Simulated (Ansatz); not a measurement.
Born–Oppenheimer molecular dynamics of C₂H₇Ga (10 atoms, charge 0, multiplicity 1). It starts at the highest image of a converged band. Of that band: A structure lower than the last end lies on the path between it and the top, so the climb from that side starts below the end, which may itself be a saddle point or a shallow side well. Neighbouring images differ by up to 1.7 eV, so the band resolves the path poorly. A vibrational analysis at the climbing image gives one clearly imaginary mode, 1282i cm⁻¹: a first-order saddle point.

The calculation used RKS PBE0-D4/def2-mTZVP (Ansatz 0.2.0).

| Quantity | Value |
| --- | --- |
| ensemble | NVE (velocity Verlet) |
| time step | 0.5 fs |
| steps asked | 200 |
| starting velocities drawn for | 300 K |
| seed | 4167 |

First frame:

```xyz
10
Properties=species:S:1:pos:R:3
Ga 0.622 0.113 -0.521
H 0.201 -0.027 1.287
H 1.483 0.103 0.802
C -1.304 -0.012 -1.016
H -1.685 -0.940 -0.581
H -1.817 0.796 -0.488
C -1.552 0.050 -2.514
H -2.623 -0.014 -2.736
H -1.184 0.980 -2.952
H -1.062 -0.770 -3.044
```

How far do the bonds stretch over the last three quarters of this one trajectory? (Pairs bonded in most of those frames.)


```tsv
bond	mean (Å)	spread (Å)	shortest	longest
Ga1–H2	1.662	0.105	1.50	1.88
Ga1–H3	1.656	0.100	1.44	1.80
Ga1–C4	2.054	0.146	1.77	2.27
C4–H5	1.098	0.012	1.07	1.12
C4–H6	1.102	0.022	1.06	1.15
C4–C7	1.530	0.047	1.45	1.61
C7–H8	1.102	0.030	1.05	1.15
C7–H9	1.096	0.015	1.07	1.13
C7–H10	1.096	0.010	1.08	1.12
```

Mean temperature of the second half: 1319 K. The conserved energy stayed within 0.24 meV per atom of its start (net change -0.012 meV per atom), so the integration is sound. The kinetic energy rose, since the run started high on the potential surface and went downhill. A run of 0.1 ps of so small a system gives no equilibrium averages. The orbitals stay closed-shell, which can raise the energy where a bond breaks towards radicals; this wasn't checked here.

Run time: 7.8 min on 2 threads of Arm Neoverse V1, on a shared host, peak memory 0.19 GiB.
